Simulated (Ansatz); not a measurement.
Ansatz (an electronic-structure program) input (B3LYP/6-31G*):

Ansatz 0.2 input:
```yaml
crystal:
  periodic: [false, false, false]
  atoms:
    - {symbol: B, position_ang: [-0.96009521, 0.13120463, -0.01370137]}
    - {symbol: N, position_ang: [0.63504834, -0.13477306, -0.03981207]}
    - {symbol: H, position_ang: [-1.21385758, 1.20242986, -0.47732170]}
    - {symbol: H, position_ang: [-1.43957867, -0.29568526, 0.99363338]}
    - {symbol: H, position_ang: [0.83054334, -1.10846828, 0.17477974]}
    - {symbol: H, position_ang: [1.17231349, 0.43494880, 0.62287371]}
    - {symbol: H, position_ang: [1.00571709, 0.05416318, -0.96677382]}
basis:
  gaussian:
    orbitals: 6-31G*
hamiltonian:
  xc: {name: B3LYP}
magnetization: {spin_polarized: true, initial_magnetization: 1}
output: {forces: true}
```

Output:

```
Functional definition: B3LYP
integrals: 0.01 GiB planned
439 factors; integrals over basis functions are off by at most 7.5e-4 eV
mean field: 0.11 GiB planned
mean field evaluation 1: about -2242.0951 eV, gradient 2.9e1 eV
mean field evaluation 2: about -2240.9566 eV, gradient 3.4e1 eV
mean field evaluation 4: about -2245.8346 eV, gradient 7.6e-1 eV
mean field evaluation 8: about -2245.9765 eV, gradient 3.6e-2 eV
mean field evaluation 16: about -2245.9765 eV, gradient 3.0e-5 eV
mean field -2245.97653898 eV, -82.5381154300 hartree, gradient 3.0e-5 eV, S^2 0.752503; 0 other end points of the search recorded, 0 dependent functions left out
the calculation of the forces begins
reference -2245.97671439 eV, -82.5381218761 hartree; 9, 8 occupied and 31, 32 virtual orbitals, 439 factors
Total energy: -2245.97671439 eV, -82.5381218761 hartree
Atom 0 at    -0.960095     0.131205    -0.013701 Å, force    -0.162734    -0.147862    -0.175564 eV/Å
Atom 1 at     0.635048    -0.134773    -0.039812 Å, force    -0.146464     0.059287     0.037906 eV/Å
Atom 2 at    -1.213858     1.202430    -0.477322 Å, force     0.009363     0.138722    -0.010064 eV/Å
Atom 3 at    -1.439579    -0.295685     0.993633 Å, force    -0.013390    -0.012291     0.138211 eV/Å
Atom 4 at     0.830543    -1.108468     0.174780 Å, force     0.052716    -0.170127     0.044343 eV/Å
Atom 5 at     1.172313     0.434949     0.622874 Å, force     0.176590     0.095305     0.124163 eV/Å
Atom 6 at     1.005717     0.054163    -0.966774 Å, force     0.083919     0.036967    -0.158996 eV/Å
Dipole moment:     1.164430    -0.181162    -0.005823 e Å
```

The geometry given is a B3LYP-D3(BJ)/def2-TZVP minimum.
